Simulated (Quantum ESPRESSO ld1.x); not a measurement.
Values are calculated unless marked as measured or tabulated.
Problem. Radial electron density D(r) = 4 pi r^2 rho(r) of an atom or ion with 4 electrons. Code: ld1.x of Quantum ESPRESSO 7.5. Model: Dirac Kohn-Sham, PW91, spin-unpolarised, spherical densities, point nucleus.

r (bohr)  D(r) (e/bohr)
0.001619         0.7291
0.001811         0.8961
0.002009          1.084
0.002247          1.328
0.002494          1.602
0.002789          1.956
0.003095          2.350
0.003462          2.857
0.003841          3.417
0.004296          4.131
0.004767          4.913
0.005332          5.899
0.005917          6.965
0.006618          8.293
0.007343          9.706
0.008213          11.43
0.009114          13.24
0.01019           15.39
0.01131           17.57
0.01265           20.10
0.01404           22.56
0.0157            25.28
0.01742           27.78
0.01949           30.35
0.02162           32.48
0.02419           34.36
0.02684           35.58
0.03002           36.16
0.03331           35.91
0.03725           34.71
0.04134           32.73
0.04624           29.74
0.0513            26.33
0.05738           22.26
0.06367           18.43
0.07122           14.65
0.07903           11.78
0.08839           9.643
0.09808           8.661
0.1097            8.604
0.1217            9.243
0.1362            10.27
0.1511            11.11
0.169             11.50
0.1875            11.14
0.2097            9.946
0.2327            8.265
0.2603            6.167
0.2888            4.278
0.323             2.586
0.3584            1.451
0.4009           0.6834
0.4449           0.2970
0.4976           0.1028
0.5521          0.03249
0.6176         0.007715
0.6852         0.001659
0.7664        0.0002488

What is the nuclear charge?

Solution. Z = 31. The innermost maximum, from 1s, lies near gamma/Z bohr with gamma = sqrt(1 - (Z/c)^2) = 0.974, here 0.0314 bohr (found: 0.0305), and its height grows with Z. The density is that of the gallium ion Ga27+ in [He] 2s2; the configuration itself is not fixed sharply by these data, and Z only to about a unit. D(r) has 2 maxima, at r = 0.0305, 0.169 bohr, and minima at 0.105 bohr, inside which lie 2.08 electrons.
